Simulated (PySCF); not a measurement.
Species: C3H3F3S.
SMILES: `CC(=S)C(F)(F)F`

Level: wB97X-D/def2-SVPD in PySCF, non-relativistic, on one gas-phase PBE0-D3(BJ)/def2-SVP geometry that isn't relaxed in the solvent. The solvent is an IEF-PCM continuum (Bondi radii, 1.10 Å for H, scaled by 1.2), and excitations are vertical TDDFT with non-equilibrium linear response and a frozen core. The model holds no explicit solvent molecules, cavitation or dispersion.

```
run  E − E(gas) (kcal/mol)  HOMO (eV)  HOMO–LUMO gap (eV)  dipole (D)  lowest singlet (eV)  static polarisability (au)
gas                   0.00      -9.08                7.84        2.22                 2.35                        59.6
  P                  -2.47      -9.06                7.93        2.82                 2.44                        76.2
  Q                  -2.97      -9.07                7.95        2.95                 2.47                        80.3
```

Task: The runs were made in methanol and tetrahydrofuran. Which run belongs to which solvent?

Result: P = tetrahydrofuran, Q = methanol. The dielectric constants are 7.426 (tetrahydrofuran), 32.61 (methanol), and the energy falls further as ε rises. The optical constants n² used for the excitations are 1.97, 1.77 in the same order. In this model the ground state sees the solvent through ε alone.

Task: How constant is the ratio of the lowering to (ε − 1)/(2ε + 1)?

Result: 
| solvent | (ε − 1)/(2ε + 1) | E − E(gas) (kcal/mol) | ratio (kcal/mol) | polarisation term (kcal/mol) |
| --- | --- | --- | --- | --- |
| tetrahydrofuran | 0.405 | -2.47 | -6.1 | -2.84 |
| methanol | 0.477 | -2.97 | -6.2 | -3.52 |

The ratio changes by +1.9 % in size from tetrahydrofuran to methanol. The polarisation term is half the interaction of the solute with the induced surface charges.

The values belong to the conformer `[CH3:1][C:2](=[S:3])[C:4]([F:5])([F:6])[F:7]`: C1–C2–C4–F5 61°.

wB97X-D is run here without its empirical dispersion term; that term would change no orbital, density or response property at a fixed geometry.
